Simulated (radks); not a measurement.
Values are calculated unless marked as measured or tabulated.
Polarisability of neutral mercury, [Hg], at imaginary frequency. Level of theory: scalar-relativistic Kohn-Sham, LDA (Slater exchange, VWN5 correlation), spin-polarised, spherical densities, finite nucleus; Fermi nuclear charge, rms radius 5.4648 fm (a radial shooting solver on a logarithmic mesh with Libxc functionals). Response by self-consistent Sternheimer equations with the Hartree and adiabatic LDA kernel, the relativistic mass of each level held fixed and spin-orbit coupling left out.

| w (hartree) | alpha1(iw) (bohr^3) | alpha2(iw) (bohr^5) |
|---|---|---|
| 0.00266 | 33.76 | 245.4 |
| 0.0143 | 33.68 | 245.0 |
| 0.0360 | 33.28 | 243.2 |
| 0.0697 | 32.06 | 237.5 |
| 0.118 | 29.43 | 224.2 |
| 0.186 | 25.19 | 199.8 |
| 0.280 | 19.96 | 164.0 |
| 0.413 | 14.82 | 122.4 |
| 0.605 | 10.49 | 82.89 |
| 0.892 | 7.094 | 51.35 |
| 1.35 | 4.498 | 29.06 |
| 2.12 | 2.557 | 14.71 |
| 3.59 | 1.219 | 6.282 |
| 6.94 | 0.4468 | 1.989 |
| 17.5 | 0.1062 | 0.3530 |

Static values: alpha1 = 33.76 bohr^3 (5.003 angstrom^3; uncoupled 68.34), alpha2 = 245.4 bohr^5, alpha3 = 3936 bohr^7. C6 = 327.9, C8 = 12490, triple-dipole C9 = 7476 atomic units. One-pole (London) frequency 4 C6 / (3 alpha1^2) = 0.384 hartree, against 0.262 for minus the highest occupied eigenvalue. Recommended static value: 33.91 bohr^3 (Schwerdtfeger and Nagle, 2023 table).
